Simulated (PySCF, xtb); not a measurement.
Si(F)(OH)2(SH) (FH₃O₂SSi), SMILES O[Si](O)(F)S.

Geometry: TPSSh-D3(BJ)/def2-SVP. The values are those of a single conformer.

Calculation: C-PCM-B3LYP/def2-SVP in PySCF 2.14.0.

The values are the electrostatic part of the solvation free energy, E(continuum) − E(gas) at the gas-phase geometry, in a cavity of scaled van der Waals radii (PySCF's table); cavitation and dispersion terms are not included. In vacuum the orbital gap is 7.76 eV. The dipole moment in vacuum is 1.58 D.

| solvent | ε | ΔG(elec) (kcal/mol) | dipole (D) | gap (eV) |
|---|---|---|---|---|
| water | 78.36 | -8.6 | 1.95 | 8.08 |
| acetone | 20.49 | -8.3 | 1.93 | 8.07 |
| n-hexane | 1.88 | -3.9 | 1.74 | 7.91 |

For comparison, GFN2-xTB/ALPB(water) (xtb, at the GFN2-xTB geometry, all terms of that model) gives -9.3 kcal/mol.
